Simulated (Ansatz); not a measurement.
C2SeN2⁻, that is Se(CN)2 with one electron more. Total charge -1; doublet. Geometry PBE0-D4/def2-SVP, that of the neutral singlet; atoms count from 1.

```xyz
5

Se    0.6540    0.3866    1.0053
C     1.1742   -0.4528   -0.5457
N     1.5905   -0.9804   -1.4915
C    -1.1377    0.4744    0.6018
N    -2.2810    0.5722    0.4301
```

The highest occupied level of the charge -1 doublet lies above zero (up to 1.39 eV). By energy differences its removal costs 0.44 eV (vertical, to the charge 0 singlet, at PBE0-D4/def2-TZVPD); a positive level beside a positive removal energy at the same level points to self-interaction error.

Problem. Estimate the Mulliken populations from the PBE0/def2-TZVPD orbitals of Ansatz.

Solution. 
```json
{"atom": "Se1", "charge (e)": "-0.40", "spin (α − β)": "0.63"}
{"atom": "C2", "charge (e)": "0.08", "spin (α − β)": "0.12"}
{"atom": "N3", "charge (e)": "-0.38", "spin (α − β)": "0.07"}
{"atom": "C4", "charge (e)": "0.08", "spin (α − β)": "0.12"}
{"atom": "N5", "charge (e)": "-0.38", "spin (α − β)": "0.07"}
```
Mulliken values and Mayer orders depend strongly on the basis. With diffuse functions, as here, like atoms can get unlike values, and bond orders can come out too low or too high.

Problem. Where does the spin sit?

Solution. Summed by element: Se 0.63, C 0.24, N 0.14, of 1 unpaired in all. Largest on single atoms: Se1 0.63, C2 0.12, C4 0.12.

Problem. And the Mayer bond orders between bonded heavy atoms (over 0.3)?

Solution. Se1–C2 0.97 (1.84 Å); Se1–C4 0.97 (1.84 Å); C2–N3 2.27 (1.16 Å); C4–N5 2.27 (1.16 Å).
